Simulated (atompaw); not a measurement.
**Br (Z = 35): one change to a PAW (atompaw) potential, before and after**

atompaw 4.2.0.5 input, output lines left out:

```
Br 35
GGA-PBE scalarrelativistic loggrid 1500 logderivrange -3 5 201
4 4 3 0 0 0
4 0 1.75
4 1 5.25
0 0 0
c
c
c
v
c
c
v
c
2
1.70 1.55 1.70 1.45
y
-0.1
n
y
1.65
n
y
0.1
y
2.05
n
custom polynom2 7 10 vanderbiltortho besselshape
bessel
1.40
1.70
1.70
1.70
1.70
1.70
```

All-electron outer shells of the reference configuration (PBE, scalar-relativistic, ld1.x):

```json
{"shell": "3p", "level (eV)": "-173.89", "outermost node (bohr)": "0.21", "outermost maximum (bohr)": "0.48"}
{"shell": "3d", "level (eV)": "-67.11", "outermost node (bohr)": "–", "outermost maximum (bohr)": "0.43"}
{"shell": "4s", "level (eV)": "-20.34", "outermost node (bohr)": "0.67", "outermost maximum (bohr)": "1.41"}
{"shell": "4p", "level (eV)": "-8.01", "outermost node (bohr)": "0.70", "outermost maximum (bohr)": "1.66"}
```

Change: local potential bessel scheme, radius 0.94 bohr.

Cutoffs: the cutoffs (Ry, on a coarse ladder) from which the occupation-weighted sum of valence levels, in a spherical-Bessel basis at the reference potential, stays within 10 and 1 mRy of its value at 400 Ry; they do not see the model core or the augmentation charge, which bear on the density cutoff.

What does the change do?

The potential gets neither clearly harder nor softer (18 Ry and 25 Ry → 18 Ry and 25 Ry); the bound ghosts move from d to s; the range in which the d phases agree narrows (upper end at the end of the scan → 3.0). A state that the projectors do not describe sees the local part alone, so a deeper or shallower local part can create or remove a ghost.

```csv
quantity,base,changed
"cutoff, loose",18 Ry,18 Ry
"cutoff, tight",25 Ry,25 Ry
bound ghosts,d,s
s: phases at 1.70 bohr within 0.05 rad from the reference energy up to (Ry; the scan ends near 5),to the end of the scan,to the end of the scan
p: phases at 1.70 bohr within 0.05 rad from the reference energy up to (Ry; the scan ends near 5),to the end of the scan,to the end of the scan
d: phases at 1.70 bohr within 0.05 rad from the reference energy up to (Ry; the scan ends near 5),to the end of the scan,3.0
lowest overlap eigenvalue by channel,"s 0.06, p 0.55, d 0.96","s 0.03, p 0.26, d 0.96"
```

 A true bound ghost makes a file unfit for plane-wave use even where its test errors are small: the radial tests pick states by their node count and pass the ghost by. The cutoffs see the waves, projectors and local potential, not the compensation charge or the core.
